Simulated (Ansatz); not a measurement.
One change: `NCO[SiH3]` becomes `CBOCN`.

Ansatz, PBE0-D4/def2-TZVP geometries, multiplicity 1. Each molecule was computed in one conformer, which needn't be the lowest.

| property | `NCO[SiH3]` |
| --- | --- |
| LUMO energy (ωB97M-V/def2-TZVPP) / eV | 1.98 |
| HOMO energy (PBE/def2-TZVPP) / eV | -6.18 |
| size of the dipole moment (B3LYP/def2-TZVPP) / D | 0.16 |
| size of the dipole moment (ωB97M-V/def2-TZVPP) / D | 0.16 |
| LUMO energy (PBE0/def2-TZVPP) / eV | 0.38 |
| HOMO–LUMO gap (B3LYP/def2-TZVPP) / eV | 7.56 |

(1) What does the change do to each property? (An estimate is asked.)

Results:

(1) The calculation gave: 
```
                                          property  `CBOCN`  shift
             LUMO energy (ωB97M-V/def2-TZVPP) / eV     2.15   0.17
                 HOMO energy (PBE/def2-TZVPP) / eV    -5.92   0.26
  size of the dipole moment (B3LYP/def2-TZVPP) / D     2.13   1.97
size of the dipole moment (ωB97M-V/def2-TZVPP) / D     2.15   1.99
                LUMO energy (PBE0/def2-TZVPP) / eV     0.35  -0.03
             HOMO–LUMO gap (B3LYP/def2-TZVPP) / eV     7.27  -0.29
```

Dipoles are sizes alone; their direction can turn.

B3LYP here is the variant with VWN-RPA as its local correlation; programs differ in this.
